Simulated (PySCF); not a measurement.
Nonlinear optical response: SMILES C(=C\B(C)C)/O, C$_{4}$H$_{9}$BO

Molfile (atoms numbered from 1):
```
C4H9BO
     RDKit          3D

 15 14  0  0  0  0  0  0  0  0999 V2000
   -1.4205   -1.6211   -0.1320 C   0  0  0  0  0  0  0  0  0  0  0  0
   -0.5602   -0.3130    0.0727 B   0  0  0  0  0  0  0  0  0  0  0  0
   -1.2303    1.0437    0.5508 C   0  0  0  0  0  0  0  0  0  0  0  0
    0.9586   -0.4035   -0.1911 C   0  0  0  0  0  0  0  0  0  0  0  0
    1.7849    0.6509   -0.0509 C   0  0  0  0  0  0  0  0  0  0  0  0
    3.1045    0.5928   -0.2759 O   0  0  0  0  0  0  0  0  0  0  0  0
   -1.0635   -2.4054    0.5605 H   0  0  0  0  0  0  0  0  0  0  0  0
   -1.2526   -2.0357   -1.1418 H   0  0  0  0  0  0  0  0  0  0  0  0
   -2.5026   -1.4976    0.0199 H   0  0  0  0  0  0  0  0  0  0  0  0
   -2.3229    0.9763    0.6563 H   0  0  0  0  0  0  0  0  0  0  0  0
   -1.0126    1.8721   -0.1454 H   0  0  0  0  0  0  0  0  0  0  0  0
   -0.8226    1.3555    1.5287 H   0  0  0  0  0  0  0  0  0  0  0  0
    1.4296   -1.3425   -0.5090 H   0  0  0  0  0  0  0  0  0  0  0  0
    1.4016    1.6323    0.2618 H   0  0  0  0  0  0  0  0  0  0  0  0
    3.5025    1.4549   -0.1207 H   0  0  0  0  0  0  0  0  0  0  0  0
  1  2  1  0
  2  3  1  0
  2  4  1  0
  4  5  2  0
  5  6  1  0
  1  7  1  0
  1  8  1  0
  1  9  1  0
  3 10  1  0
  3 11  1  0
  3 12  1  0
  4 13  1  0
  5 14  1  0
  6 15  1  0
M  END
```

Computed, not measured: quadratic response CAM-B3LYP/def2-TZVPD first hyperpolarisability, Taylor convention, gas phase in PySCF. Geometry: PBE0-D3(BJ)/def2-SVP.

Question: What is the first hyperpolarisability, and how does it disperse?

Answer: In au, Taylor convention; the vector part is βᵢ = ⅓ Σⱼ (βᵢⱼⱼ + βⱼᵢⱼ + βⱼⱼᵢ); β∥ is 3/5 of the vector part along the dipole, the dipole points from − to +:
```csv
process,λ (nm),β vector norm,β∥,β HRS,depolarisation ratio
"static β(0;0,0)",∞,412.1,145.6,172.2,4.85
"second harmonic β(−2ω;ω,ω)",1907,440.7,156.6,184.0,4.86
"Pockels β(−ω;ω,0)",1907,421.2,149.2,–,–
"second harmonic β(−2ω;ω,ω)",1064,517.6,186.4,215.7,4.87
"Pockels β(−ω;ω,0)",1064,442.9,157.5,–,–
```

Question: Which lowest excitations, dipole and polarisabilities go with it?

Answer: S1 5.62 eV (f = 0.363); S2 5.74 eV (f = 0.001); S3 6.10 eV (f = 0.000); dipole 2.39 D; isotropic α 73.0 au static, 73.3 au at 1907 nm, 73.9 au at 1064 nm, 74.1 au at 953.5 nm, 76.8 au at 532 nm.
